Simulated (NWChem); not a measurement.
# C2H6BFO; SMILES B(F)(CC)O

```xyz
11

B      0.0037     0.6286     0.0000
F     -0.6703     1.7845     0.0000
C     -0.8000    -0.7323     0.0000
C      0.0477    -2.0141     0.0000
H     -1.4740    -0.7251    -0.8694
H     -1.4740    -0.7251     0.8694
H      0.6929    -2.0715     0.8868
H      0.6929    -2.0715    -0.8868
H     -0.5740    -2.9160     0.0000
O      1.3589     0.7387     0.0000
H      1.7930    -0.1258     0.0000
```
Atoms are numbered in this order, from 1.

Computed with NWChem. Medium grid unless said otherwise, to which SCAN and Minnesota functionals are sensitive. Coordinates come from a B3LYP/6-31G* (spherical d) optimisation. Hybrids' shares of exact exchange are those that their runs print; pure functionals count as 0. The functionals differ in more than this share.

```csv
row,share of exact exchange,highest occupied level (eV)
PBE/def2-TZVP,0.00,-7.50
r2SCAN/def2-TZVP,0.00,-7.83
TPSSh/def2-TZVP,0.10,-8.23
B3LYP/def2-TZVP,0.20,-8.84
Hartree-Fock/def2-TZVP,1.00,withheld
```

**Question.** Fit a straight line of the last column on the one before it, predict the withheld value, and compare with the run.

**Answer.** 
1. Means of the 4 shown rows: x = 0.075, y = -8.100. Slope Σ(x − x̄)(y − ȳ)/Σ(x − x̄)² = -0.1610/0.02750 = -5.855; intercept -7.661.
2. The shown rows scatter about the line by 0.117 (root mean square); the largest residual is -0.17, at r2SCAN/def2-TZVP.
3. At x = 1.00 (Hartree-Fock/def2-TZVP; beyond the shown range) the line gives -13.52.
4. The run gives -12.77, +0.75 from the line, 6.4 times the scatter.
